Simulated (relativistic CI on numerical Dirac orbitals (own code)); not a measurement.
Calculated at this level of theory: Dirac-Coulomb-Breit CI, separate exchange-only KLI orbitals for each configuration, model QED (radiative potential, 1s self-energy scaled to tabulated hydrogen-like ionisation energies), unscaled Slater integrals (own radial code, finite nucleus).

The strongest absorption lines from the ground level of an ion, among the configurations computed and to levels below about 19200 eV (vacuum wavelength in nm, gf): 0.08361 (0.64), 0.09352 (1.3), 0.09356 (1.6), 0.09357 (0.67), 0.09588 (0.63), 0.10968 (1.7), 0.11009 (2.1), 0.11010 (2.7).

(1) Which ion is it?
A. Tl LXXV
B. Re LXVII
C. Tl LXXIII
D. Fr LXXIX

Answers

(1) C. Tl LXXIII has 9 electrons and the ground level 2s2 2p5 2P°_3/2; the strongest line goes to 2s2 2p4 3d 2D_5/2. The pattern of lines fixes the number of electrons, and along that sequence the line energies rise steadily with the charge (about as its square where n changes within one kind of shell, about linearly where n is kept but much faster in heavy ions where fine structure, which grows about as Z⁴, sets the gap, and irregularly where shells cross), which fixes Z. Configurations outside the model, such as inner-shell arrays, can give stronger lines. At this charge energies of transitions that change n are usually good to better than 1 %, and those within a shell (Δn = 0) to a few per cent.

LS names give the leading component of a level, which can be under half, so a name can repeat, a term be missing and a line seem to break the LS rules.
